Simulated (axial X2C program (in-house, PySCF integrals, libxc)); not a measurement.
SeH⁻: from the spin-free to the two-component result

Computed with an in-house all-electron X2C program for linear molecules (integrals from PySCF). Spin-free means the one-electron spin-free X2C Hamiltonian; two-component (2c) means X2C with spin–orbit coupling and atomic mean-field two-electron Coulomb and Gaunt terms, so the difference of the two also holds small scalar two-electron terms. Basis: Se dyall-acv3z [9s10p7d5f1g], H dyall-av3z [7s3p2d] (cores contracted in-house); Gaussian nuclei, density fitting, unrestricted open shells. Masses: Se 79.917 u, H 1.008 u.

Spin-free state: M_S = 0, Λ = 0 (closed shell); fragments Se- + H.

| level | Re (Å) | ωe (cm⁻¹) | De (eV) | μ (D) |
| --- | --- | --- | --- | --- |
| PBE0 | 1.471 | 2373.1 | 3.515 | -0.08 |
| HF | 1.460 | 2470.1 | 2.447 | 0.07 |
| MP2 | 1.466 | 2427.1 | 3.539 | n/a |
| CCSD | 1.473 | 2360.6 | 3.549 | n/a |
| CCSD(T) | 1.476 | 2342.8 | 3.602 | n/a |
| r2SCAN | 1.470 | 2363.0 | 3.568 | -0.06 |

Correlated methods: 8 electrons correlated (number of frozen shells: Se 3 s, 2 p, 1 d; H none), 194 virtual spin orbitals or spinors in MP2, 90 natural virtuals in coupled cluster.

Dipoles are positive if H is the positive end and refer to the centre of mass.

Two-component determinant lowest at the distance of the search:

Ω = 0 (closed shell); fragments Se- + H.

| level | Re (Å) | ωe (cm⁻¹) | De (eV) | μ (D) |
| --- | --- | --- | --- | --- |
| PBE0 | 1.472 | 2367.7 | 3.479 | -0.08 |
| HF | 1.460 | 2464.7 | 2.354 | 0.06 |
| MP2 | 1.467 | 2422.5 | 3.454 | n/a |
| CCSD | 1.473 | 2355.2 | 3.466 | n/a |
| CCSD(T) | 1.476 | 2337.4 | 3.515 | n/a |
| r2SCAN | 1.470 | 2358.1 | n/a | -0.07 |

Task: From the two tables, how do the constants change at the CCSD(T) level (2c against spin-free)?

Result: At the CCSD(T) level Re is unchanged within 0.001 Å and ωe goes down by 5.4 cm⁻¹; De changes by -0.087 eV.

Occupations by symmetry block were frozen at the best pattern of an incomplete PBE0 search. The closed shell is kept restricted, so the energy runs too high when the bond is stretched far. Dissociation energies refer to the lowest single-determinant-based atoms at the same level and basis. De is not given where an atomic determinant may have missed its ground term or J level, or where the truncated virtual space spoils (T). Coupled cluster ran in a truncated set of natural virtual spinors; the MP2 energy of the rest was added. (T) has no such correction and the atoms are truncated less, which lowers De at CCSD(T) by a hundredth of an eV or more. The functionals have no current-density term, which raises determinants with orbital currents, atoms included. The highest occupied level of some functionals is positive through self-interaction error; at Hartree–Fock it is bound. Hartree–Fock gets electron affinities wrong, so its lowest charge split need not be the true one.
